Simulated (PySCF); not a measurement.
Computed shifts of a molecule C4H9FSi, PBE/pcSseg-1 (PySCF), GIAO, gas phase, equivalent atoms averaged, in ppm (number of nuclei): ¹³C: 82.1 (1), 26.1 (1), 25.0 (1), 21.1 (1). ¹⁹F: -230.1 (1). ²⁹Si: -70.9 (1). ¹H: 4.56 (3), 1.73 (1), 1.66 (3), 1.66 (1), 0.87 (1). References: ¹³C against TMS (σ = 182.0 ppm); ¹⁹F against CFCl3 (σ = 133.6 ppm); ²⁹Si against TMS (σ = 335.4 ppm); ¹H against TMS (σ = 31.49 ppm), references at their B3LYP-D3(BJ)/def2-TZVP geometries, non-relativistic. The structure is a stationary point at PBE-D3(BJ)/def2-SVP. One conformer was computed; it need not be the lowest.

### Question
Which molecule gave these data?
A) C[C@H]1C[C@@]1(F)[SiH3]
B) C=C[C@@H](C)[SiH2]F
C) C/C=C/[Si@@H](C)F
D) FC1(C[SiH3])CC1

### Answer
A, C[C@H]1C[C@@]1(F)[SiH3]
